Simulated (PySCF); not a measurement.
## A ladder of Hamiltonians for Tb⁵⁹⁺ (terbium, charge +59)

Occupied: 1s1/2, 2s1/2, 2p1/2. Hartree-Fock calculated with PySCF 2.14 in an uncontracted even-tempered set (19 s from 13 bohr⁻², ratio 2.3; 15 p from 16 bohr⁻², ratio 2.3), Gaussian nucleus throughout. NR is non-relativistic, sf-X2C the spin-free one-electron X2C Hamiltonian, X2C adds the bare one-electron spin-orbit term, X2C-SNSO screens it by Boettger's factors, DC is four-component Dirac-Coulomb, and the Gaunt term is added at first order (total energies over the DC spinors, levels after relaxing the spinors in that mean field). QED terms are absent. Levels marked empty are virtual spinors of this ion.

| Hamiltonian | E (hartree) | E − E(DC) (hartree) | CPU seconds |
| --- | --- | --- | --- |
| X2C | -6538.6582 | 1.3170 | 0.46 |
| X2C-SNSO | -6537.1349 | 2.8403 | 0.51 |
| DC | -6539.9752 | 0.0000 | 26 |
| DC+Gaunt | -6533.1751 | 6.8001 | 62 |

| level (eV) | X2C | X2C-SNSO | DC | DC+Gaunt |
| --- | --- | --- | --- | --- |
| 1s1/2 | -58212.8 | -58214.4 | -58257.6 | -58121.0 |
| 2s1/2 | -13897.8 | -13898.3 | -13904.1 | -13890.1 |
| 2p1/2 | -13699.1 | -13678.6 | -13684.2 | -13655.3 |
| 2p3/2 (empty) | -12564.0 | -12571.6 | -12572.6 | -12558.6 |
| 3s1/2 (empty) | -5812.4 | -5812.5 | -5813.9 | -5810.0 |

Weight of the small component: 1s1/2 0.0590, 2s1/2 0.0140, 2p1/2 0.0140, 2p3/2 0.0129, 3s1/2 0.00577.

Koopmans' value for the highest occupied level at DC+Gaunt: 13655.3 eV, against an ionisation energy of 13658 ± 7 eV (theoretical estimate listed by NIST; NIST Atomic Spectra Database, ionization energies); the former lacks relaxation, correlation, QED and recoil.

The whole ladder took 95 s of wall time on 1 thread of AMD EPYC 7R43 64-Core Processor (shared host), launched as `OMP_NUM_THREADS=1 python relrun2.py TASK.json OUT` (a driver that calls PySCF for each Hamiltonian).

Dirac-Coulomb iterations, started from the X2C spinors:

```
with_ssss True, with_gaunt False, with_breit False
light speed = 137.03599967994
init E= -6494.63321446152
cycle= 1 E= -6539.97483243908  delta_E= -45.3  |g|= 2.04  |ddm|= 0.0939
cycle= 2 E= -6539.97521158108  delta_E= -0.000379  |g|= 0.00722  |ddm|= 0.00151
cycle= 3 E= -6539.9752116037  delta_E= -2.26e-08  |g|= 6.81e-05  |ddm|= 2.41e-05
```
